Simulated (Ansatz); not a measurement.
Start from `O[Si](Cl)(Br)Br` and change one atom or group to get `O[Si](F)(Br)Br`.

Ansatz, PBE0-D4/def2-TZVP geometries, multiplicity 1. Each molecule was computed in one conformer, which needn't be the lowest.

Scalar relativity is left out up to krypton.

```csv
property,`O[Si](Cl)(Br)Br`
LUMO energy (ωB97M-V/def2-TZVPP) / eV,1.27
"ideal-gas entropy at 298 K and 1 bar (rigid rotor, harmonic PBE0-D4/def2-TZVP) / J/(mol·K)",376
LUMO energy (B3LYP/def2-TZVPP) / eV,-0.95
HOMO energy (ωB97M-V/def2-TZVPP) / eV,-10.85
HOMO–LUMO gap (PBE0/def2-TZVPP) / eV,7.97
HOMO–LUMO gap (PBE/def2-TZVPP) / eV,5.73
```

Q: What does the change do to each property? (An estimate is asked.)

A: Computed: 
```csv
property,`O[Si](F)(Br)Br`,shift
LUMO energy (ωB97M-V/def2-TZVPP) / eV,1.50,0.23
"ideal-gas entropy at 298 K and 1 bar (rigid rotor, harmonic PBE0-D4/def2-TZVP) / J/(mol·K)",365,-11
LUMO energy (B3LYP/def2-TZVPP) / eV,-0.68,0.27
HOMO energy (ωB97M-V/def2-TZVPP) / eV,-10.98,-0.13
HOMO–LUMO gap (PBE0/def2-TZVPP) / eV,8.40,0.43
HOMO–LUMO gap (PBE/def2-TZVPP) / eV,6.13,0.40
```

With PBE0 the HOMO falls by 0.13 eV and the LUMO rises by 0.30 eV, so the gap widens by about 0.43 eV. PBE moves the HOMO by -0.13 eV and ωB97M-V by -0.13 eV.

B3LYP here is the variant with VWN-RPA as its local correlation; programs differ in this.

Spin–orbit coupling is left out; it splits and shifts lone-pair levels of the heavy atoms by tenths of an eV.
